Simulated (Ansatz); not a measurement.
`[CH3][SnH2][C]#N` + CH₃SH → `C[S][SnH2][CH3]` + `C#N` at 500 K and 1 bar (ligand exchange at the Sn–C bond).

Isolated molecules relaxed with PBE0-D4/def2-TZVP in Ansatz; ΔE leaves out vibrations. CBS: MP2 limit from def2 TZ/QZ plus the TZ coupled-cluster correction, frozen cores. This one scheme is used for every species. Elements past krypton have def2 core potentials. For Sn outer-core shells are correlated without core-valence functions, which leaves a few kJ/mol of doubt a bond. Each species was taken in one conformer, which may not be the lowest.

| species | CCSD(T)/CBS energy (Eh) | H − E (kJ/mol) | S (J/(mol·K)) |
| --- | --- | --- | --- |
| `[CH3][SnH2][C]#N` | -347.81716 | 195.0 | 404.7 |
| CH₃SH | -438.22835 | 145.1 | 283.7 |
| `C[S][SnH2][CH3]` | -692.73453 | 285.0 | 457.0 |
| `C#N` | -93.32098 | 60.1 | 220.8 |

H − E and S are ideal-gas, rigid-rotor, harmonic terms from PBE0-D4/def2-TZVP, for one conformer and one mirror image of each species. 1 Eh = 2625.50 kJ/mol, R = 8.31446 J/(mol·K).

**Question.** By hand: ΔE, ΔH, ΔS and ΔG.

**Answer.** ΔE = (-692.73453) + (-93.32098) − (-347.81716) − (-438.22835) = -0.01000 Eh = -26.3 kJ/mol. Δ(H − E) = 285.0 + 60.1 − 195.0 − 145.1 = 5.0, so ΔH = -21.3 kJ/mol. ΔS = 457.0 + 220.8 − 404.7 − 283.7 = -10.6 J/(mol·K). ΔG = -21.3 − 500 × (-10.6)/1000 = -16.0 kJ/mol.

**Question.** By hand: the equilibrium constant, and the temperature at which ΔG would vanish if ΔH and ΔS stayed fixed.

**Answer.** log₁₀ K = −ΔG/(RT ln 10) = 1.7. ΔG = 0 at ΔH/ΔS = 2009 K, though so small a ΔS makes that figure unsure.

The number of gas molecules stays the same, so ΔS is small and ΔH decides. A doubt of 5 kJ/mol in ΔE shifts log₁₀ K by 0.5 here. Other conformers and mirror images would add mixing entropy, several J/(mol·K) or more a flexible species. Modes under 60 cm⁻¹, often nearly free rotors, make the harmonic entropy too high. These are equilibria of isolated gas molecules and say nothing of rates. Largest T1 diagnostic: 0.014 (customary marks: 0.02 for closed shells, 0.045 for open ones).
